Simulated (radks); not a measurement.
Values are calculated unless marked as measured or tabulated.
Task: Excited configurations of Ca I: one electron is placed in a higher orbital outside [Ar] 4s1. The ground configuration is [Ar] 4s2. Code: a radial shooting solver on a logarithmic mesh with Libxc functionals. Model: scalar-relativistic Kohn-Sham, BLYP, spin-polarised, spherical densities, finite nucleus; open shells are filled with parallel spins first; Fermi nuclear charge, rms radius 3.4776 fm. Excitation = E - E(ground); binding = E(ion) - E, where the ion is the core of charge +1; n* = 1/sqrt(2 binding) in atomic units, and the quantum defect is n - n*.

| outer orbital | excitation (eV) | binding (eV) | n* | quantum defect | eigenvalue (eV) | <r> (bohr) |
|---|---|---|---|---|---|---|
| 3d | 1.951 | 4.126 | 1.816 | 1.184 | -0.807 | 3.317 |
| 4p | 2.074 | 4.003 | 1.844 | 2.156 | -1.983 | 5.028 |
| 4d | 4.545 | 1.532 | 2.980 | 1.020 | -0.626 | 10.37 |
| 5s | 3.890 | 2.187 | 2.494 | 2.506 | -1.265 | 9.655 |
| 7p | 5.366 | 0.711 | 4.374 | 2.626 | -0.451 | 33.13 |
| 7f | 5.649 | 0.428 | 5.638 | 1.362 | -0.298 | 63.86 |

Estimate the row for 6s.

Result: excitation (eV) 4.820; binding (eV) 1.256; n* 3.291; quantum defect 2.709; eigenvalue (eV) -0.744; <r> (bohr) 17.54. The Delta-SCF ionisation energy is 6.077 eV (NIST Atomic Spectra Database: 6.113 eV, measured). Self-interaction in the functional shifts the binding energies and quantum defects, so they are the method's values and not measured ones.
